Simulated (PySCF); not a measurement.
Isomers of C4H8Si. Gas-phase values, no solvent. One relaxed conformer stands for each flexible species; it need not be the lowest. Strings in code marks are SMILES.

Method: PBE-D3(BJ)/def2-TZVP // B3LYP-D3(BJ)/def2-TZVP (PySCF). All candidates: neutral, multiplicity 1. Excitations are Tamm–Dancoff values on a coarser integration grid. The basis has no diffuse functions, so Rydberg states are missing or too high.

```
Item                                           Result
-------------------------------------------  --------
S1 excitation (TDA)                           4.37 eV
LUMO                                         -2.39 eV
brightest of the four lowest singlets (TDA)   4.37 eV
```

Task: Which member has these values?
A) `C=CC(C)=[SiH2]` (C–C–C–Si torsion 180°)
B) `[SiH3]C1=CCC1`
C) `C1CC12C[SiH2]2`
D) `C[C@@H]1CC1=[SiH2]`

Result: A, `C=CC(C)=[SiH2]` (C–C–C–Si torsion 180°). The others give `[SiH3]C1=CCC1`: 6.10 eV, -1.21 eV, 6.70 eV; `C1CC12C[SiH2]2`: 5.75 eV, -0.66 eV, 5.75 eV; `C[C@@H]1CC1=[SiH2]`: 4.95 eV, -1.88 eV, 5.12 eV
